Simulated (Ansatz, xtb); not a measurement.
Species: sum formula SiOF2, net charge 1, doublet state. 
Geometry from a B3LYP-D3(BJ)/def2-TZVP (Ansatz, an electronic-structure program) optimisation:
```
Si
F 1 1.5257
F 1 1.5257 2 121.56
O 1 1.6156 2 119.22 3 -180.00
```
Charge +1, spin multiplicity 2.

Harmonic wavenumbers from GFN2-xTB (xtb, at its own minimum), cm⁻¹: 124, 199, 313, 855, 975, 1216.

Q: Give the harmonic wavenumbers at B3LYP-D3(BJ)/def2-TZVP (Ansatz, finite differences of forces, unscaled).

A: 249, 296, 324, 821, 1112, 1178 cm⁻¹. Zero-point energy 5.7 kcal/mol.

Q: From these and the geometry, give the ideal-gas thermochemistry at 298.15 K and 1 atm (rigid rotor, harmonic oscillator).

A: Point group C2v, rotational symmetry number 2. Rotational constants 8.052, 7.501, 3.884 GHz. S(trans) 39.13, S(rot) 23.35, S(vib) 4.76, S(elec, spin only) 1.38, S 68.6 cal/(mol K). H(298) - H(0) 3.26 kcal/mol; G - E(el) -11.5 kcal/mol.
